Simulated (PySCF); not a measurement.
# Tin: a sound run and one with changed settings

Sound run: Sn⁺ [Kr] 4d10 5s2 5p1, Sn²⁺ [Kr] 4d10 5s2. Calculation: PySCF 2.14, in aug-cc-pVDZ-PP with ECP28MDF (5s4p3d, 32 functions); scalar relativity through the core potential. In the sound run the correlated levels freeze 4s2 4p6 4d10 outside the core potential. The sound run starts from symmetry-adapted Hartree-Fock orbitals and uses a fine grid where one is needed.

Changed run: all electrons correlated in a basis built for the valence shell.

```tsv
species	method	sound run (hartree)	changed run (hartree)	converged
Sn⁺	MP2	-213.11032	-213.13851	yes
Sn²⁺	MP2	-212.60123	-212.62722	yes
```

Ionisation energy of Sn⁺:

| method | sound run (eV) | changed run (eV) |
| --- | --- | --- |
| UHF | 13.720 | 13.720 |
| MP2 | 13.853 | 13.913 |
| SCS-MP2 | 13.835 | 13.867 |

A valence basis has no tight correlating functions, so it recovers only part of the core correlation, and not evenly between atom and ion.

For comparison, NIST gives 14.633 eV between the lowest levels.
